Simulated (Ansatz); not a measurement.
Total energies of the cluster Al2P2 from Ansatz at CCSD(T)/def2-TZVPP, gas phase (1 Eh = 27.2114 eV = 2625.5 kJ/mol). The reference geometry is relaxed at PBE-D4/def2-TZVP.

```xyz
4

Al   -1.9525   -0.5146    1.0964
Al    1.9527    0.5149   -1.0959
P     0.1662   -1.0082   -0.1775
P    -0.1663    1.0079    0.1769
```

```json
{"state": "charge 0 singlet", "geometry": "reference", "energy (Eh)": "-1165.81374"}
{"state": "charge 1 doublet", "geometry": "reference", "energy (Eh)": "-1165.54044"}
{"state": "charge 0 triplet", "geometry": "relaxed at PBE-D4/def2-TZVP", "energy (Eh)": "-1165.78739"}
{"state": "charge 0 quintet", "geometry": "relaxed at PBE-D4/def2-TZVP", "energy (Eh)": "-1165.68806"}
{"state": "free Al atom (doublet)", "geometry": "–", "energy (Eh)": "-241.92630"}
{"state": "free P atom (quartet)", "geometry": "–", "energy (Eh)": "-340.81484"}
```

Correlated methods freeze 20 core orbitals. In CCSD on the charge 0 quintet the largest single amplitude is 0.25, so its Hartree–Fock determinant may place the open shell otherwise than the density functionals do.

(1) Work out the vertical ionisation energy to the doublet.

(2) Which of the charge 0 states is lowest, and how far above it are the others?

(3) What is the binding energy per atom against free atoms?

(1) E(charge 1 doublet) − E(charge 0 singlet) = -1165.54044 − (-1165.81374) = 0.27330 Eh = 7.44 eV.

(2) The singlet. triplet: -1165.78739 − (-1165.81374) = 0.02635 Eh = 69.2 kJ/mol; quintet: -1165.68806 − (-1165.81374) = 0.12568 Eh = 330.0 kJ/mol.

(3) Atoms: 2 × (-241.92630) + 2 × (-340.81484) = -1165.48228 Eh. Binding: -1165.48228 − (-1165.81374) = 0.33146 Eh = 9.02 eV, or 2.25 eV for each of 4 atoms (no zero-point energy, no counterpoise term).

At CCSD(T)/def2-TZVPP the restricted singlet (for correlated methods, its reference) is unstable: a solution with broken spin symmetry lies lower. At CCSD(T)/def2-TZVPP T1 of the charge 1 doublet is large (up to 0.063), so the single-reference result is doubtful. At CCSD(T)/def2-TZVPP T1 of the charge 0 quintet is large (up to 0.071), so the single-reference result is doubtful. At CCSD(T)/def2-TZVPP the charge 1 doublet is spin-contaminated (final ⟨S²⟩ up to 1.16, 0.75 for a pure state). At CCSD(T)/def2-TZVPP the charge 0 triplet is spin-contaminated (final ⟨S²⟩ up to 2.17, 2.00 for a pure state). At CCSD(T)/def2-TZVPP the charge 0 quintet is spin-contaminated (final ⟨S²⟩ up to 6.13, 6.00 for a pure state). 

The structure comes from a short search, and lower isomers may exist.
